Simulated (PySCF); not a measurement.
## Cs: excitation energy

Cs [Xe] 6s1 (2S) → Cs [Xe] 6p1 (2P), as a difference of total energies. All numbers are calculated (PySCF 2.14, scalar relativity through the core potential, in def2-TZVPPD with the def2 core potential (46 electrons)). Correlated levels: valence and next inner shell: nothing frozen outside the core potential. The calculations carry no spin-orbit coupling.

```tsv
method	excitation energy (cm⁻¹)	error (cm⁻¹)
UHF	9711.4	-1836
MP2 (valence and next inner shell)	11300	-247
SCS-MP2 (valence and next inner shell)	10950	-598
CCSD (valence and next inner shell)	11151	-396
CCSD(T) (valence and next inner shell)	11246	-302
```

Reference: 11548 cm⁻¹ (measured; NIST levels, between the centres of gravity of the two terms).

Errors of the correlated levels include the incompleteness of this basis.
